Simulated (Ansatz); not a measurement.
`CO[Si]Br` + H–F → `F[Si]Br` + CH₃OH at 500 K and 1 bar (ligand exchange at the Si–O bond).

Calculated with Ansatz (gas phase, PBE0-D4/def2-TZVP geometries, no zero-point term in ΔE). CBS: MP2 limit from def2 TZ/QZ plus the TZ coupled-cluster correction, frozen cores. This one scheme is used for every species. For Br outer-core shells are correlated without core-valence functions, which leaves a few kJ/mol of doubt a bond. Scalar relativity is left out up to krypton. One conformer a species, not always the lowest.

```
   species  CCSD(T)/CBS energy (Eh)  H − E (kJ/mol)  S (J/(mol·K))
`CO[Si]Br`              -2977.47730           149.8          378.2
       H–F               -100.39570            39.4          188.7
 `F[Si]Br`              -2962.26094            31.7          314.0
     CH₃OH               -115.61712           157.0          265.4
```

H − E and S are ideal-gas, rigid-rotor, harmonic terms from PBE0-D4/def2-TZVP, for one conformer and one mirror image of each species. 1 Eh = 2625.50 kJ/mol, R = 8.31446 J/(mol·K).

Problem. By hand: ΔE, ΔH, ΔS and ΔG.

Solution. ΔE = (-2962.26094) + (-115.61712) − (-2977.47730) − (-100.39570) = -0.00506 Eh = -13.3 kJ/mol. Δ(H − E) = 31.7 + 157.0 − 149.8 − 39.4 = -0.5, so ΔH = -13.8 kJ/mol. ΔS = 314.0 + 265.4 − 378.2 − 188.7 = 12.5 J/(mol·K). ΔG = -13.8 − 500 × (12.5)/1000 = -20.1 kJ/mol.

Problem. By hand: the equilibrium constant, and the temperature at which ΔG would vanish if ΔH and ΔS stayed fixed.

Solution. log₁₀ K = −ΔG/(RT ln 10) = 2.1. ΔH and −TΔS have one sign here, so there is no such temperature.

TΔS isn't small against ΔH here. A doubt of 5 kJ/mol in ΔE shifts log₁₀ K by 0.5 here. Other conformers and mirror images would add mixing entropy, several J/(mol·K) or more a flexible species. These are equilibria of isolated gas molecules and say nothing of rates. Largest T1 diagnostic: 0.012 (customary marks: 0.02 for closed shells, 0.045 for open ones).

ΔS is within the doubt of such terms, so its sign, and with it that verdict, could turn.
